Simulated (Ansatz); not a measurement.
Total energies of `[CH3][SnH][Br]` radical.

```csv
atom,x (Å),y (Å),z (Å)
C1,-0.230,-0.240,0.957
Sn2,0.630,0.793,-0.727
Br3,-1.185,0.822,-2.456
H4,-0.547,-1.224,0.609
H5,-1.089,0.318,1.324
H6,0.516,-0.343,1.745
H7,1.906,-0.126,-1.452
```

The species carries charge 0 and has multiplicity 2. Correlated methods include outer-core shells of Br, Sn, which these sets cover unevenly. Scalar relativity is left out up to krypton. Sn takes the def2 core potential. All single points use the PBE0-D4/def2-TZVP geometry. Basis def2-TZVPP, Ansatz.

RPA on PBE orbitals: Hartree–Fock energy of these orbitals -2825.95993 Eh, correlation -1.16694 Eh (frozen core).

```json
{"functional": "r2SCAN", "energy without D4 (Eh)": "-2829.04336", "D4 term (kJ/mol)": "-3.2"}
{"functional": "PBE0", "energy without D4 (Eh)": "-2828.65855", "D4 term (kJ/mol)": "-12.2"}
```

Question: Give the same for LDA (SPW92), PBE, revPBE, BLYP, B97M-V, B3LYP, r2SCANh, r2SCAN0, HSE06 (plane-wave form), BHLYP, CAM-B3LYP, LC-ωPBE, ωB97X-V, ωB97M-V, B2PLYP, PBE-QIDH. (Estimate.)

Answer: The calculation gave: 
| functional | energy without D4 (Eh) | D4 term (kJ/mol) |
| --- | --- | --- |
| LDA (SPW92) | -2824.70517 | – |
| PBE | -2828.55037 | -14.3 |
| revPBE | -2828.81505 | -35.8 |
| BLYP | -2828.94616 | -30.3 |
| B97M-V | -2828.53930 | – |
| B3LYP | -2829.10848 | -23.4 |
| r2SCANh | -2829.03008 | -3.5 |
| r2SCAN0 | -2829.01131 | -3.9 |
| HSE06 (plane-wave form) | -2828.65883 | -11.6 |
| BHLYP | -2828.89595 | -21.6 |
| CAM-B3LYP | -2829.08369 | -12.7 |
| LC-ωPBE | -2828.65492 | – |
| ωB97X-V | -2828.73207 | – |
| ωB97M-V | -2828.77762 | – |
| B2PLYP | -2828.36641 | – |
| PBE-QIDH | -2828.14621 | – |

B3LYP takes the VWN-RPA correlation (the form of Gaussian; ORCA's B3LYP/G). HSE06 is the plane-wave form, built on full-range PBE exchange. The double hybrids freeze the cores in their second-order part.

LC-ωPBE has ω = 0.4 bohr⁻¹.
